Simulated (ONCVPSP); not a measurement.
**sulfur (S): one change to an ONCV potential, before and after**

S (Z = 16), optimised norm-conserving Vanderbilt (ONCV), made with ONCVPSP 4.0.1 (PBE, scalar-relativistic). Core [Ne], reference 3s2 3p2 (charge +2). Waves: 3s: rc 1.25 bohr, ncon 4, nbas 7, qcut 4.9 1/bohr, 2 projectors, debl 2 Ha; 3p: rc 1.60 bohr, ncon 4, nbas 8, qcut 4.2 1/bohr, 2 projectors, debl 2.5 Ha; d scattering state at 0.1 Ha: rc 1.25 bohr, ncon 4, nbas 7, qcut 8.3 1/bohr, local. Local part: the d channel. Core correction: none.

In the d channel the program set the typed energies aside and used 0.050 Ha.

All-electron outer shells of the reference configuration (PBE, scalar-relativistic, ld1.x):

| shell | level (eV) | outermost node (bohr) | outermost maximum (bohr) |
| --- | --- | --- | --- |
| 2s | -237.44 | 0.13 | 0.39 |
| 2p | -182.31 | – | 0.33 |
| 3s | -39.40 | 0.60 | 1.37 |
| 3p | -27.98 | 0.57 | 1.50 |

Change: p: nbas 7.

Cutoffs: the cutoffs (Ha) at which the residual kinetic energy of the hardest occupied pseudo-wave falls to 1 and 0.1 mHa per electron; they do not see the model core or the augmentation charge, which bear on the density cutoff. Errors are all-electron minus pseudo energies relative to the spin-unpolarised reference configuration.

Question: How do hardness, ghosts and transferability respond?

Answer: The potential gets neither clearly harder nor softer (13 Ha and 43 Ha → 13 Ha and 43 Ha); of the 4 tests that both files solve, the error grows in 1 and shrinks in 0 by more than 15 % and 0.3 meV (median size 5.2 → 5.7 meV); neither file shows a bound ghost.

| quantity | base | changed |
| --- | --- | --- |
| cutoff, loose | 13 Ha | 13 Ha |
| cutoff, tight | 43 Ha | 43 Ha |
| loose cutoff by channel | s 13 Ha, p 6.5 Ha | s 13 Ha, p 7.0 Ha |
| bound ghosts | none | none |
| GHOST(+) flags under 300 eV | s at 70.8 eV | s at 70.8 eV |
| error for 3s2 3p4, meV [ΔE -34.05 eV] | +6.4 | +7.1 |
| error for 3s2 3p3, meV [ΔE -22.28 eV] | +4.0 | +4.3 |
| error for 3s2 3p1, meV [ΔE 34.04 eV] | +7.1 | +7.7 |
| error for 3s1 3p5, meV [ΔE -23.74 eV] | +3.8 | +4.4 |
| s: phases at 1.27 bohr within 0.05 rad from the reference energy up to (Ha; the scan ends near 5) | 2.3 | 2.3 |
| p: phases at 1.62 bohr within 0.05 rad from the reference energy up to (Ha; the scan ends near 5) | 3.9 | 3.9 |
| d: phases at 1.27 bohr within 0.05 rad from the reference energy up to (Ha; the scan ends near 5) | 4.9 | 4.9 |
